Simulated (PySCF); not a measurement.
arsine (AsH3), SMILES [AsH3].

Geometry: B3LYP-D3(BJ)/def2-TZVPD.

Method: TDA-LC-ωPBE/def2-TZVPD (PySCF).

Vertical excitations; the highest root listed may be one member of a degenerate set. The molecule is in vacuum. State labels are in the subgroup Cs.

```csv
state,symmetry,energy (eV),λ (nm),f,main pairs
S1,A',7.20,172,0.174,HOMO→LUMO 96 %
S2,A',7.32,169,0.094,HOMO→LUMO+1 (degenerate set)
S3,A",7.32,169,0.094,HOMO→LUMO+2 (degenerate set)
S4,A",9.30,133,0.000,"HOMO−1→LUMO+2 47 %, HOMO−2→LUMO+1 47 %"
S5,A',9.53,130,0.016,HOMO→LUMO+4 (degenerate set)
S6,A",9.53,130,0.016,HOMO→LUMO+3 (degenerate set)
S7,A',9.68,128,0.126,HOMO→LUMO+5 85 %
S8,A",9.72,128,0.163,HOMO−2→LUMO (degenerate set)
S9,A',9.72,128,0.163,HOMO−1→LUMO (degenerate set)
S10,A',10.27,121,0.416,"HOMO−1→LUMO+1 31 %, HOMO−2→LUMO+2 31 %, HOMO→LUMO+6 11 %, HOMO→LUMO+4 9 %"
T1,A",5.85,212,0,HOMO→LUMO+2 (degenerate set)
T2,A',5.85,212,0,HOMO→LUMO+1 (degenerate set)
T3,A',6.73,184,0,HOMO→LUMO 89 %
T4,A',8.10,153,0,"HOMO−1→LUMO+1 41 %, HOMO−2→LUMO+2 41 %"
```
Triplets are in the Tamm–Dancoff approximation.
